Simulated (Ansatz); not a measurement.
Tuning the range parameter of LC-ωPBE so that −HOMO meets the ionisation energy; basis def2-SVP, Ansatz. System: Cd7S6Cl2, a halide-capped nanocrystal cut from wurtzite CdS (2 Cl on the cations). Total charge 0; singlet. Geometry: r2SCAN-D4/def2-SVP. The ionised state is a doublet.

Geometry of the singlet:

```
atom   x (Å)   y (Å)   z (Å)
  S1  -4.526   0.761   2.035
 Cd2  -2.500   2.008   2.183
  S3  -0.686   0.584   0.880
 Cd4   0.878   2.535   1.156
  S5   3.003   3.053   0.254
 Cd6  -3.353  -0.518   0.427
  S7  -2.618  -1.665  -1.610
 Cd8  -0.532  -0.096  -1.501
  S9   1.606  -0.345  -2.637
Cd10   2.932   0.996  -0.955
Cd11  -0.925  -3.231  -0.920
 S12   1.070  -4.343  -0.494
Cd13   2.247  -2.347  -1.180
Cl14  -0.863   3.765   2.666
Cl15   4.266  -1.158  -0.304
```

In the def2 sets Cd takes a core potential; there is no spin–orbit coupling.

| ω (1/bohr) | HOMO (eV) | LUMO (eV) | vertical IE (eV) | HOMO + IE (eV) |
| --- | --- | --- | --- | --- |
| 0.1 | -7.08 | -2.30 | 7.96 | 0.87 |
| 0.15 | -7.66 | -1.87 | 8.20 | 0.54 |
| 0.2 | -8.13 | -1.56 | 8.28 | 0.15 |
| 0.3 | -8.84 | -1.14 | 8.34 | -0.50 |

Q: Where does the tuning condition hold?

A: Near ω = 0.22 bohr⁻¹, by linear interpolation.
